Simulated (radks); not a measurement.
Hg III, 78 electrons, occupied as [Kr] 4d10 4f14 5s1.75 5p6 5d10 6p0.25 (fractional occupations, a model configuration).

All-electron calculation, Dirac Kohn-Sham, SOGGA, spin-unpolarised, spherical densities, point nucleus; open shells fill j = l - 1/2 first. Program: a radial shooting solver on a logarithmic mesh with Libxc functionals.

Energy parts (eV):
part                       energy
total                  -534810.74
kinetic                 617229.68
electron-nucleus      -1348104.91
Hartree                 206051.69
exchange-correlation     -9987.19

Orbitals (lengths in bohr, moments of r in powers of bohr):
orbital  occ.  eigenvalue (eV)      <r>   <1/r>
1s1/2       2        -83040.94  0.01659   97.65
2s1/2       2        -14722.99  0.06925   24.04
2p1/2       2        -14125.61  0.05693   23.98
2p3/2       4        -12178.55  0.06561   19.41
3s1/2       2        -3509.510   0.1801   8.818
3p1/2       2        -3240.820   0.1705   8.728
3p3/2       4        -2809.574   0.1864   7.535
3d3/2       4        -2365.294   0.1621   7.435
3d5/2       6        -2272.888   0.1670   7.165
4s1/2       2        -788.0255   0.3991   3.736
4p1/2       2        -672.9286   0.4012   3.626
4p3/2       4        -568.7082   0.4354   3.212
4d3/2       4        -380.7597   0.4425   3.011
4d5/2       6        -361.3302   0.4537   2.916
4f5/2       6        -119.3725   0.4790   2.554
4f7/2       8        -115.1759   0.4857   2.517
5s1/2    1.75        -138.9409   0.9011   1.527
5p1/2       2        -100.8908   0.9698   1.401
5p3/2       4         -82.4647    1.065   1.248
5d3/2       4         -31.1970    1.395  0.9415
5d5/2       6         -29.2173    1.446  0.9052
6p1/2    0.25         -16.4157    2.821  0.4478
6p3/2       0         -14.6579    3.099  0.4041

The highest occupied level is 6p1/2 at -16.416 eV. Summed over all electrons, <r^2> = 43.36 bohr^2, which gives a Langevin (diamagnetic) susceptibility term of -34.3 x 10^-6 cm^3/mol.
